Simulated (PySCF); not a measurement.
Ge(H)2(vinyl)(OH) (C2H6GeO), SMILES C=[CH][GeH2][OH]. Atoms are numbered in the order given.

```xyz
10

Ge     0.3107    -0.2541    -0.3812
O      1.7269    -0.2037     0.7076
C     -1.1062     0.9205     0.2270
C     -2.2409     0.4467     0.7502
H     -0.1684    -1.7099    -0.3034
H      0.7619     0.1378    -1.8067
H      2.1785     0.6462     0.6941
H     -0.9793     2.0069     0.1360
H     -2.4197    -0.6290     0.8641
H     -3.0470     1.1068     1.0908
```
Charge 0, spin multiplicity 1.

Geometry optimised at PBE0-D3(BJ)/def2-SVP. The values are those of a single conformer.

Calculation: TDA-PBE/def2-SVPD (PySCF).

Vertical excitations. Gas-phase values at a fixed geometry.

Computed lowest excited states:
| state | energy (eV) | λ (nm) | f | main pairs |
|---|---|---|---|---|
| S1 | 5.10 | 243 | 0.002 | HOMO→LUMO 97 % |
| S2 | 6.04 | 205 | 0.034 | HOMO−2→LUMO 80 %, HOMO−1→LUMO 14 % |
| S3 | 6.43 | 193 | 0.014 | HOMO→LUMO+1 79 % |
| S4 | 6.45 | 192 | 0.108 | HOMO−1→LUMO+1 41 %, HOMO−1→LUMO 27 %, HOMO→LUMO+1 14 %, HOMO−2→LUMO 12 % |
| S5 | 6.77 | 183 | 0.008 | HOMO−3→LUMO 69 %, HOMO−1→LUMO+1 17 % |
| S6 | 6.86 | 181 | 0.035 | HOMO→LUMO+2 81 % |
| S7 | 7.06 | 176 | 0.020 | HOMO−4→LUMO 83 % |
| S8 | 7.10 | 175 | 0.007 | HOMO−1→LUMO+2 92 % |
| S9 | 7.29 | 170 | 0.055 | HOMO→LUMO+3 89 % |
| S10 | 7.38 | 168 | 0.002 | HOMO−2→LUMO+1 86 % |
| T1 | 4.34 | 286 | 0 | HOMO−1→LUMO 87 % |
| T2 | 4.83 | 257 | 0 | HOMO→LUMO 93 % |
| T3 | 5.76 | 215 | 0 | HOMO−2→LUMO 94 % |
| T4 | 6.16 | 201 | 0 | HOMO→LUMO+1 90 % |
Triplets are in the Tamm–Dancoff approximation.
